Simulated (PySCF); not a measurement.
GaCl2, SMILES [Cl][Ga+][Cl], charge +1. Geometry: r2SCAN-D4/def2-TZVP. The multiplicity is an assumed one; other spin states were not compared. The isomer is the one that the SMILES or the coordinates give; other isomers of the formula were not compared.

PySCF with TDDFT-ωB97X/def2-SVPD puts the lowest singlet excitations at 5.65, 5.65, 6.29, 6.29, 7.27, 7.34 eV.

Task: What are the lowest excitation roots from PySCF 2.14.0 with ADC(2)/aug-cc-pVDZ? (The exact figures need the calculation; the answer reports its results.)

Result: 5.92, 5.92, 6.60, 6.60, 7.40, 7.46 eV. S1 differs by 0.27 eV (second minus first; roots are paired by order, and the bases may differ).
